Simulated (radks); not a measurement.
All-electron atom: As XXIII in [Ne] 3s1 (the NIST ground configuration). Method: non-relativistic Kohn-Sham, TPSS, spin-polarised, spherical densities, point nucleus; open shells are filled with parallel spins first; meta-GGA in the generalised Kohn-Sham scheme; computed with a radial shooting solver on a logarithmic mesh with Libxc functionals. Some entries of the table are withheld. Estimate them.

| orbital | occ. | eigenvalue (hartree) | <r> (bohr) | <1/r> (bohr^-1) |
|---|---|---|---|---|
| 1s up | 1 | -460.6368 | 0.04633 | (1) |
| 1s down | 1 | -460.5912 | 0.04633 | (2) |
| 2s up | 1 | (3) | 0.2029 | 7.292 |
| 2s down | 1 | (4) | 0.2028 | 7.294 |
| 2p up | 3 | -82.03071 | 0.1752 | 7.244 |
| 2p down | 3 | -81.97451 | 0.1752 | 7.246 |
| 3s up | 1 | -34.07761 | 0.4999 | 2.915 |
| 3s down | 0 | -33.68671 | 0.4986 | 2.926 |

Answer. 
(1) 1s up <1/r> (bohr^-1): 32.53
(2) 1s down <1/r> (bohr^-1): 32.52
(3) 2s up eigenvalue (hartree): -87.37264
(4) 2s down eigenvalue (hartree): -87.30860
